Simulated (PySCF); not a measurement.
C4H10O, SMILES CC(C)CO (GFN2-xTB optimised geometry):

```
15

C      1.672    -0.108     0.000
C      0.146    -0.108     0.000
C     -0.401     1.316     0.000
C     -0.386    -0.881    -1.214
O     -1.788    -1.008    -1.219
H      2.049     0.375    -0.898
H      2.059    -1.124     0.032
H      2.049     0.431     0.865
H     -0.206    -0.620     0.906
H     -1.485     1.302    -0.092
H     -0.135     1.831     0.920
H      0.006     1.874    -0.840
H      0.087    -1.874    -1.254
H     -0.140    -0.346    -2.135
H     -2.059    -1.440    -0.402
```

Method: PySCF with PBE/def2-TZVP.

**Question.** What are the frontier orbital energies and the dipole moment?

**Answer.** HOMO-2 -8.00 eV, HOMO-1 -7.44 eV, HOMO -6.08 eV, LUMO 0.16 eV, LUMO+1 0.66 eV; dipole moment 1.58 D.

On the same geometry PBE0/def2-TZVP in PySCF gives HOMO-2 -9.42 eV, HOMO-1 -8.93 eV, HOMO -7.70 eV, LUMO 1.00 eV, LUMO+1 1.50 eV; dipole moment 1.65 D.

Meta-Löwdin charges at PBE/def2-TZVP: C1 -0.36, C2 -0.07, C3 -0.36, C4 -0.01, O5 -0.52, H6 0.11, H7 0.11, H8 0.12, H9 0.09, H10 0.12, H11 0.11, H12 0.11, H13 0.09, H14 0.11, H15 0.33.
